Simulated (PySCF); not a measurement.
SMILES B(/C=C\C(C)C)(O)O (C5H11BO2) (GFN2-xTB optimised geometry):

```
19

C      1.588    -1.859     1.210
C      1.073    -1.077     0.000
C      1.581    -1.710    -1.298
C     -0.422    -1.077     0.000
C     -1.211    -0.004     0.000
B     -0.812     1.516     0.004
O      0.474     1.935     0.040
O     -1.770     2.493    -0.030
H      1.241    -2.891     1.175
H      1.234    -1.406     2.132
H      2.676    -1.863     1.221
H      1.428    -0.047     0.058
H      2.668    -1.725    -1.310
H      1.232    -1.141    -2.156
H      1.221    -2.734    -1.391
H     -0.865    -2.069    -0.007
H     -2.282    -0.196    -0.007
H      0.552     2.891     0.038
H     -2.676     2.191    -0.056
```

Calculation: PBE0/def2-SVP (PySCF).

What are the frontier orbital energies and the dipole moment?

HOMO-2 -8.97 eV, HOMO-1 -8.49 eV, HOMO -7.31 eV, LUMO -0.26 eV, LUMO+1 1.69 eV; dipole moment 0.96 D.

Meta-Löwdin charges at PBE0/def2-SVP: C1 -0.30, C2 -0.06, C3 -0.30, C4 -0.04, C5 -0.26, B6 0.39, O7 -0.49, O8 -0.50, H9 0.09, H10 0.10, H11 0.10, H12 0.11, H13 0.10, H14 0.10, H15 0.09, H16 0.09, H17 0.09, H18 0.33, H19 0.33.
